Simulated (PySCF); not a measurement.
Fill in the blanks.

Species: C4H2F2N2.
SMILES: `Fc1ccnnc1F`

| property | level | value |
| --- | --- | --- |
| point group of the GFN2-xTB geometry | GFN2-xTB | ? |
| rotational constants A, B, C of the GFN2-xTB geometry | GFN2-xTB | 3.325, 2.370, 1.384 GHz |
| dipole moment | wB97X-D/def2-SVPD | 3.89 D |
| HOMO energy | wB97X-D/def2-SVPD | ? |
| LUMO energy | wB97X-D/def2-SVPD | -0.22 eV |
| lowest singlet excitation | TDDFT wB97X-D/def2-SVPD | ? |
| strongest line among the 8 lowest singlet transitions | TDDFT wB97X-D/def2-SVPD | ? |
| lowest triplet excitation (Tamm–Dancoff) | TDA wB97X-D/def2-SVPD | 3.16 eV |
| static isotropic polarisability | wB97X-D/def2-SVPD | ? |
| electronic spatial extent ⟨r²⟩ about the centre of nuclear charge | wB97X-D/def2-SVPD | ? |

The electronic properties come from PySCF, for the isolated species, density fitting.

Q: The HOMO energy?

A: -9.39 eV.

Q: Give the strongest line among the 8 lowest singlet transitions.

A: S8 at 7.43 eV (167 nm, f = 0.430).

Q: What is the lowest singlet excitation?

A: 3.91 eV (317 nm, f = 0.004).

Q: Give the point group of the GFN2-xTB geometry.

A: Cs.

Q: What is the electronic spatial extent ⟨r²⟩ about the centre of nuclear charge?

A: 764 bohr².

Q: What is the static isotropic polarisability?

A: 58.0 au.

The 8 singlets span 3.91 to 7.43 eV, and their oscillator strengths add up to 0.58. In atomic units the dipole is 1.53 e·bohr (1 au = 2.5417 D). The rotational constants make it an asymmetric top with κ = (2B − A − C)/(A − C) = 0.02, midway between the prolate (−1) and oblate (+1) limits.
